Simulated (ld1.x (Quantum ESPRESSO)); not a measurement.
## What the settings do to the TM potential of Zn (Z = 30)

Base potential:

zinc (Zn), norm-conserving Troullier–Martins (Kleinman–Bylander form), made with ld1.x (Quantum ESPRESSO) 7.5 (revPBE, scalar-relativistic). Core [Ne], reference 3s2 3p6 3d10 4s0 4p0 (charge +2). Waves: 3s (bound): rc 0.85 bohr; 3p (bound): rc 1.00 bohr; 3d (bound): rc 1.15 bohr. Local part: the d channel. Core correction: a·sin(br)/r model core inside 0.40 bohr.

Cutoffs, loose and tight: the cutoffs (Ry, on a coarse ladder) from which the occupation-weighted sum of valence levels, in a spherical-Bessel basis at the reference potential, stays within 10 and 1 mRy of its value at 400 Ry. They do not see the model core or the augmentation charge, which bear on the density cutoff. Test errors are all-electron minus pseudo excitation energies from the reference, over the configurations 3s2 3p6 3d10 4s2 4p0; 3s2 3p6 3d10 4s1 4p0; 3s2 3p6 3d9 4s0 4p0; 3s2 3p5 3d10 4s2 4p0; 3s2 3p6 3d10 4s0 4p2; 3s2 3p6 3d10 4s0 4p1; 3s2 3p6 3d9 4s2 4p0. A dash means not determined; rows that change the core or the reference have their own tests.

| change | outcome | cutoff, loose | cutoff, tight | bound ghosts | largest test error (meV) |
| --- | --- | --- | --- | --- | --- |
| base | generated | 230 Ry | over 300 Ry | none | -208 |
| all radii but the core radius scaled by about 0.77 (s 0.66, p 0.78, d 0.88 bohr) | generated | 300 Ry | over 300 Ry | none | +557 |
| all radii but the core radius scaled by about 0.83 (s 0.70, p 0.84, d 0.96 bohr) | generated | 300 Ry | over 300 Ry | none | +345 |
| all radii but the core radius scaled by about 0.90 (s 0.76, p 0.90, d 1.04 bohr) | generated | 260 Ry | over 300 Ry | none | -114 |
| all radii but the core radius scaled by about 0.96 (s 0.82, p 0.96, d 1.10 bohr) | generated | 230 Ry | over 300 Ry | none | +173 |
| all radii but the core radius scaled by about 1.13 (s 0.96, p 1.12, d 1.30 bohr) | generated | 180 Ry | 300 Ry | none | -400 |
| all radii but the core radius scaled by about 1.18 (s 1.00, p 1.18, d 1.36 bohr) | generated | 160 Ry | 300 Ry | none | +792 |
| all radii but the core radius scaled by about 1.24 (s 1.06, p 1.24, d 1.42 bohr) | generated | 160 Ry | 260 Ry | none | +1353 |
| all radii but the core radius scaled by about 1.32 (s 1.12, p 1.32, d 1.52 bohr) | generated | 140 Ry | 230 Ry | none | +2703 |
| all radii but the core radius scaled by about 1.37 (s 1.16, p 1.38, d 1.58 bohr) | generated | 140 Ry | 200 Ry | none | +3309 |

Reading the sweep of the scale of all radii but the core radius (base = 1) (base included, trends over the rows without a ghost): The loose cutoff falls from 300 Ry at 0.77 to 140 Ry at 1.37. A larger radius leaves more room for a smooth pseudo-wave, so fewer plane waves are needed; a smaller one forces it to follow the all-electron wave where it bends sharply. The median size of the test errors (rows with all tests solved) is not monotonic: lowest 74.1 meV at 0.9, highest 887.7 meV at 1.37.
